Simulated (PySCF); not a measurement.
Input of a response calculation (the driver script's job line, then coordinates in Å):

```
{"job": {"kind": "uv", "xc": "CAM-B3LYP", "basis": "def2-SVPD", "nstates": 8, "ntriplets": 3}, "charge": 0, "multiplicity": 1}
C      2.418592     0.244841    -0.294218
S      1.309403    -1.175180    -0.512809
C     -0.244633    -0.432311    -0.204723
C     -1.487572    -1.124065    -0.245803
C     -2.434159    -0.196511     0.048333
O     -1.877646     1.004641     0.265575
C     -0.545723     0.861446     0.111711
H      3.424014    -0.125313    -0.468425
H      2.330252     0.623344     0.719779
H      2.172176     1.014410    -1.019708
H     -1.626567    -2.161481    -0.464941
H     -3.500350    -0.267852     0.130549
H      0.057825     1.734518     0.252442
```

Output:

```
coarse grid: 11864 points
cycle   1  E = -666.9557346866  dE =  1.408e+00  |g| = 4.124e-01  |ddm| = 6.529e+00
cycle   2  E = -666.9611271285  dE = -5.392e-03  |g| = 4.477e-01  |ddm| = 1.250e+00
cycle   3  E = -666.9956090079  dE = -3.448e-02  |g| = 7.488e-02  |ddm| = 4.711e-01
cycle   4  E = -666.9964288541  dE = -8.198e-04  |g| = 3.755e-02  |ddm| = 1.583e-01
cycle   5  E = -666.9967650832  dE = -3.362e-04  |g| = 9.146e-03  |ddm| = 7.830e-02
cycle   6  E = -666.9967861835  dE = -2.110e-05  |g| = 2.309e-03  |ddm| = 2.233e-02
cycle   7  E = -666.9967875122  dE = -1.329e-06  |g| = 5.528e-04  |ddm| = 5.220e-03
final grid: 111232 points
cycle   8  E = -667.0916981156  dE = -3.166e-05  |g| = 3.276e-03  |ddm| = 8.348e-02
cycle   9  E = -667.0916983837  dE = -2.681e-07  |g| = 3.287e-03  |ddm| = 1.230e-02
cycle  10  E = -667.0917007115  dE = -2.328e-06  |g| = 5.389e-04  |ddm| = 4.510e-03
cycle  11  E = -667.0917007595  dE = -4.801e-08  |g| = 1.994e-04  |ddm| = 8.367e-04
cycle  12  E = -667.0917007681  dE = -8.644e-09  |g| = 6.140e-05  |ddm| = 4.577e-04
cycle  13  E = -667.0917007692  dE = -1.038e-09  |g| = 1.319e-05  |ddm| = 1.748e-04
cycle  14  E = -667.0917007692  dE = -4.843e-11  |g| = 5.179e-06  |ddm| = 3.090e-05
converged SCF energy = -667.0917007692

Static polarisability (au): isotropic 79.469, principal 54.664 80.553 103.189

Singlet excitations
state   eV       nm        f      main configurations
  1   5.2205    237.5   0.00000   H->L 0.71
  2   5.6690    218.7   0.05877   H->L+1 0.96
  3   5.8707    211.2   0.00689   H->L+2 0.59, H->L 0.15, H->L+3 0.10
  4   6.1046    203.1   0.01100   H->L+3 0.77, H->L+2 0.10
  5   6.4449    192.4   0.04140   H->L+4 0.67, H-1->L+1 0.22
  6   6.7131    184.7   0.28194   H-1->L+1 0.70, H->L+4 0.25
  7   6.8032    182.2   0.00806   H-1->L+2 0.38, H->L+5 0.34, H->L+2 0.09
  8   7.0194    176.6   0.00240   H->L+6 0.57, H->L+5 0.10

Triplet excitations (Tamm-Dancoff, eV): 3.9003 4.8572 4.9636
```

Theory: PySCF, TDDFT CAM-B3LYP/def2-SVPD, vertical, gas phase, core orbitals frozen in the response. One conformer (not necessarily the lowest) at the GFN2-xTB geometry, without solvent, vibrations or thermal averaging.

Question: How many basis functions and electrons does this run hold?

Answer: 198 basis functions for 60 electrons in 30 doubly occupied orbitals.

Question: What share of the summed oscillator strength falls to the strongest level in this window?

Answer: State 6 at 185 nm: 0.2819 of 0.4105, or 69%.

Question: What is the gap between the lowest singlet and the lowest triplet?

Answer: 5.2205 − 3.9003 = 1.3202 eV (full response against Tamm–Dancoff).

Question: What is the polarisability anisotropy, √(½[(α1 − α2)² + (α2 − α3)² + (α3 − α1)²])?

Answer: 42.06 au.

Question: What is the total energy of state 3 at this geometry?

Answer: -667.09170 + 0.21574 = -666.87596 hartree.

Question: Write the structure that the coordinates describe.

Answer: `c1cocc1SC` (C5H6OS), point group Cs.

The SCF starts on a coarse grid; the energy jumps when the final grid takes over, and dE counts afresh there. H and L stand for HOMO and LUMO.

The run took 32 s of wall time on an Arm Neoverse V2 with one thread, on a shared host.

Conformer computed: `[CH3:1][S:2][c:3]1[cH:4][cH:5][o:6][cH:7]1`: C1–S2–C3–C4 180°.
